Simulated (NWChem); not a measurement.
System meant: C2H2FI; SMILES C(=C/I)/F

NWChem input:

```
start job
memory heap 200 mb stack 900 mb global 1100 mb
geometry units angstroms noautoz
  F     -0.853488     2.374456     0.000000
  C      0.462925     2.155484     0.000000
  C      1.021757     0.936538     0.000000
  I     -0.091455    -0.838070     0.000000
  H      1.060959     3.083730     0.000000
  H      2.113563     0.819570     0.000000
end
basis spherical
  * library def2-svp
end
ecp
  I library def2-ecp
end
dft
  xc xpbe96 cpbe96
  iterations 4
  mulliken
end
task dft energy
```

End of the output:

```
    Atom       Charge   Shell Charges
 -----------   ------   -------------------------------------------------------
    1 F    9     9.04   1.98  1.02  0.73  3.20  2.09  0.01
    2 C    6     5.98   1.96  0.62  0.31  1.84  1.08  0.17
    3 C    6     6.22   1.97  0.65  0.36  1.83  1.35  0.07
    4 I   25    24.84   1.25  0.73  1.07  0.79  2.77  3.18  2.48  2.51  9.47  0.59
    5 H    1     0.97   0.63  0.27  0.07
    6 H    1     0.95   0.62  0.26  0.07

 center of mass
 --------------
 x =  -0.06466315 y =  -0.20705242 z =   0.00000000

 moments of inertia (a.u.)
 ------------------
         965.665287823775          -0.000000000000           0.000000000000
          -0.000000000000         126.281150740918           0.000000000000
           0.000000000000           0.000000000000        1091.946438564692

     Multipole analysis of the density
     ---------------------------------

     L   x y z        total         alpha         beta         nuclear
     -   - - -        -----         -----         ----         -------
     0   0 0 0      0.000000    -24.000000    -24.000000     48.000000

     1   1 0 0      0.589137     -2.070192     -2.070192      4.729521
     1   0 1 0      0.218969    -21.845908    -21.845908     43.910784
     1   0 0 1     -0.000000     -0.000000     -0.000000      0.000000

     2   2 0 0    -30.708053    -50.959531    -50.959531     71.211008
     2   1 1 0      3.303926     -0.103542     -0.103542      3.511011
     2   1 0 1     -0.000000     -0.000000     -0.000000      0.000000
     2   0 2 0    -29.470352   -214.668495   -214.668495    399.866639
     2   0 1 1     -0.000000     -0.000000     -0.000000      0.000000
     2   0 0 2    -33.502961    -16.751480    -16.751480      0.000000

 ------------------------------------------------------------------------
 dft energy failed                                                                                  0
 ------------------------------------------------------------------------
 ------------------------------------------------------------------------
  current input line :
    22: task dft energy
 ------------------------------------------------------------------------
 ------------------------------------------------------------------------
 This type of error is most commonly associated with calculations not reaching convergence criteria
 ------------------------------------------------------------------------
 For more information see the NWChem manual at https://nwchemgit.github.io

0:dft energy failed:Received an Error in Communication
```

### Question
Can this run be used? If not, why, and what is the fix?

### Answer
The run did not converge; its last values are not results. Cause: the SCF was allowed too few iterations. This input runs:
```
start job
memory heap 200 mb stack 900 mb global 1100 mb
geometry units angstroms noautoz
  F     -0.853488     2.374456     0.000000
  C      0.462925     2.155484     0.000000
  C      1.021757     0.936538     0.000000
  I     -0.091455    -0.838070     0.000000
  H      1.060959     3.083730     0.000000
  H      2.113563     0.819570     0.000000
end
basis spherical
  F library def2-svp
  C library def2-svp
  I library def2-svp
  H library def2-svp
end
ecp
  I library def2-ecp
end
dft
  xc xpbe96 cpbe96
  iterations 150
  mulliken
end
task dft energy
```
It converges to -474.57896 Ha (PBE/def2-SVP with def2 effective core potentials on I).
